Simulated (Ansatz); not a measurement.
Geometry optimisation, Ansatz 0.2.0, RKS PBE/def2-SVP.

Input file:

```yaml
crystal:
  periodic: [false, false, false]
  atoms:
    - { symbol: Si, position_ang: [-0.5546, -0.3098, -0.0405] }
    - { symbol: Br, position_ang: [1.7594, -0.52, -1.4125] }
    - { symbol: H, position_ang: [-0.6905, -1.769, -0.0656] }
    - { symbol: H, position_ang: [-1.7238, 0.2631, -0.6738] }
    - { symbol: O, position_ang: [-0.1859, 0.1249, 1.4665] }
    - { symbol: H, position_ang: [0.9564, 1.2364, -0.9] }
    - { symbol: H, position_ang: [0.1184, 1.401, -0.4306] }
    - { symbol: H, position_ang: [0.3207, -0.4265, 2.0564] }
basis:
  gaussian: { orbitals: def2-SVP }
hamiltonian:
  xc: pbe
relax:
  f_tol: 0.15
  max_steps: 25
  restrain:
    - { distance: [0, 6], at: 1.42, k: 30.0 }
    - { distance: [5, 1], at: 1.51, k: 30.0 }
    - { distance: [0, 1], at: 3.61, k: 30.0 }
    - { distance: [5, 6], at: 1.92, k: 30.0 }
```

Launched with:

```bash
$ ansatz run input.yaml --threads 2 --pin off --max-ram 3072MiB --backend cpu --events-out ev --progress --plain --runs-dir out
```

Problem. Where does it end, and by what steps?

Solution. The forces met the threshold. The restraints hold the end off the free minimum. After 14 steps the energy has fallen by 1.382 eV (the restraints' own energy left out); Br2 moved furthest, 1.32 Å. Joined: Si1–H7 (1.88 → 1.46 Å), Br2–H6 (2.00 → 1.48 Å).

```tsv
step	energy less start (eV)	largest force component (eV/Å)	accepted
0	0.0000	2.274	yes
1	0.9411	2.439	yes
2	1.0595	3.326	yes
3	0.5191	2.719	yes
4	-0.2546	1.348	yes
5	-0.7625	0.927	yes
6	-1.0863	0.995	yes
7	-1.2097	1.087	yes
8	-1.2410	0.931	yes
9	-1.2579	1.051	yes
10	-1.2965	1.047	yes
11	-1.3340	0.914	yes
12	-1.3557	0.862	yes
13	-1.3664	0.916	yes
14	-1.3816	0.810	yes
```

```xyz
8
Properties=species:S:1:pos:R:3
Si -0.969 -0.041 0.026
Br 2.606 -0.091 -0.499
H -0.980 -1.367 -0.696
H -2.375 0.368 0.344
O -0.137 -0.080 1.481
H 1.471 0.629 -1.126
H -0.413 0.933 -0.905
H 0.796 -0.352 1.375
```

Run time: 7.2 s on 2 threads of AMD EPYC 9R45 96-Core Processor (Zen 5), on a shared host, peak memory 0.14 GiB.
